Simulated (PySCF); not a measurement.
## Mg+ (magnesium, charge +1): TPSS calculation

Configuration: [Ne] 3s1, 2S determinant. All numbers are calculated (PySCF 2.14, the non-relativistic Hamiltonian (point nucleus), in def2-TZVP (5s4p3d, 32 functions)).

| Item | Value |
| --- | --- |
| Total energy | -199.8037 hartree |
| One-electron energy | -275.5246 hartree |
| Hartree (Coulomb) energy | 91.9927 hartree |
| Exchange-correlation energy | -16.2718 hartree |
| Kinetic energy | 199.03007 hartree |
| ⟨S²⟩ | 0.7500 |
| ⟨L²⟩ | 0.000 |
| Sum of ⟨r⟩ | 8.589 bohr |
| Sum of ⟨r²⟩ | 13.88 bohr² |
| Density at the nucleus (Gaussians lack the cusp) | 1050 bohr⁻³ |
| Spin density at the nucleus | 1.77 bohr⁻³ |
| Langevin diamagnetic susceptibility | -11.0 ×10⁻⁶ cm³/mol |
| Time after the integrals | 0.23 s of wall time on 1 thread of Neoverse-V2 (shared host) |

```json
{"shell": "1s α", "electrons": "1", "mean orbital energy (eV)": "-1273.1", "rms radius, mean of both spins (bohr)": "0.152"}
{"shell": "1s β", "electrons": "1", "mean orbital energy (eV)": "-1273.0", "rms radius, mean of both spins (bohr)": "0.152"}
{"shell": "2s α", "electrons": "1", "mean orbital energy (eV)": "-89.945", "rms radius, mean of both spins (bohr)": "0.762"}
{"shell": "2s β", "electrons": "1", "mean orbital energy (eV)": "-89.796", "rms radius, mean of both spins (bohr)": "0.762"}
{"shell": "2p α", "electrons": "3", "mean orbital energy (eV)": "-56.212", "rms radius, mean of both spins (bohr)": "0.777"}
{"shell": "2p β", "electrons": "3", "mean orbital energy (eV)": "-56.066", "rms radius, mean of both spins (bohr)": "0.777"}
{"shell": "3s α", "electrons": "1", "mean orbital energy (eV)": "-11.862", "rms radius, mean of both spins (bohr)": "3.01"}
```
